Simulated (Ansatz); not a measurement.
Reaction (cleavage of the In–As bond): `[AsH2][InH2]` + `OBF` → `FB[O][InH2]` + `[AsH3]`

Calculated with Ansatz (gas phase, PBE0-D4/def2-TZVP geometries, no zero-point term in ΔE). CCSD(T)/CBS adds triple-zeta CCSD(T) − MP2 to the extrapolated MP2 energy (def2 sets, frozen cores). This one scheme is used for every species. DFT in def2-TZVPP. def2 core potentials past Kr. For As, In outer-core shells are correlated without core-valence functions, which leaves a few kJ/mol of doubt a bond. Scalar relativity is left out up to krypton. One conformer a species, not always the lowest.

CCSD(T)/CBS gives +0.09 eV.

Task: Another level gave +0.12 eV. Which?
A. RPA@PBE/def2-TZVPP
B. r2SCAN0-D4/def2-TZVPP
C. BLYP/def2-TZVPP
D. PBE0-D4/def2-TZVPP

Result: C. BLYP 0.12, r2SCAN0-D4 0.20, PBE0-D4 0.25, RPA@PBE/def2-TZVPP 0.01 eV.

Largest T1 diagnostic among the species: 0.016.

From r2SCAN to r2SCAN0 (25 % exact exchange), in def2-TZVPP and without D4, ΔE moves by +0.08 eV. Leaving LDA and LC-ωPBE aside and taking each functional with its dispersion term where it has one, the values, not all of them listed here, spread over 0.24 eV, from B97M-V to HSE06-D4.
